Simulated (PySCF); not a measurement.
# Identify the compound

An unknown has the formula C7H7NO. Its calculated NMR data are:

¹H NMR (300 MHz, computed): δ 9.23 (d, 2H), 7.94 (d, 2H), 2.71 (s, 3H).

¹³C{¹H} NMR (computed): δ 201.5 (C), 157.2 (CH, 2C), 145.3 (C), 126.4 (CH, 2C), 28.9 (CH3).

Method: shieldings: GIAO PBE0/pcSseg-1, geometry from GFN2-xTB, in PySCF 2.14 (averaged over atoms made equivalent by symmetry, fast rotation or ring inversion, one conformer, gas phase, non-relativistic Hamiltonian).

Shifts are taken against calculated references (same method and geometry level): TMS for ¹H, ¹³C.

Problem. Choose the structure that fits.
A. C#C/C=C/C(=O)NC=C
B. C=Cc1cnccc1O
C. CC(=O)c1ccncc1
D. CC(=O)c1cccnc1
E. NC(=O)C1=C[C@@H]2[C@@H]3[C@H]1[C@H]23
F. CC(C)(C#N)c1cc1=O

Solution. C. 

The formula gives 5 degrees of unsaturation (1 ring in the answer). 5 carbon signals for 7 carbons: some carbons are equivalent by symmetry or fast rotation. Carbon types of the structure: 2 × C, 4 × CH, 1 × CH3, which accounts for all hydrogens. δC 201.5: ketone carbonyl carbon; low-lying n→π* states of the double bond to the heteroatom give a large paramagnetic term (-260 ppm). δC 157.2: aromatic CH next to a ring nitrogen; the adjacent pyridine-type nitrogen withdraws density from it. δC 145.3: substituted aromatic carbon. δC 126.4: aromatic CH; the aromatic region. δH 9.23: hydrogen on an aromatic CH next to a ring nitrogen; ring current plus the neighbouring ring nitrogen.

The others: NC(=O)C1=C[C@@H]2[C@@H]3[C@H]1[C@H]23 would give 6 carbon signals, not 5; CC(C)(C#N)c1cc1=O would give 6 carbon signals, not 5; C#C/C=C/C(=O)NC=C would give 7 carbon signals, not 5; C=Cc1cnccc1O would give 7 carbon signals, not 5; CC(=O)c1cccnc1 would give 7 carbon signals, not 5.

Shifts are as computed. Against solution values, carbons near 30 ppm lie about +3 ppm off and those near 130 ppm about +5 ppm. Of 1211 compounds with measured shifts, 218 miss one by over three times the rms of a fit or turn the order of signals round; such compounds aren't used in these exercises. No couplings were computed; multiplicities are counted from neighbouring protons, with m where these are inequivalent, close in shift, in a saturated or five-membered ring or joined by F or P, and br s for small geminal =CH2 splittings.
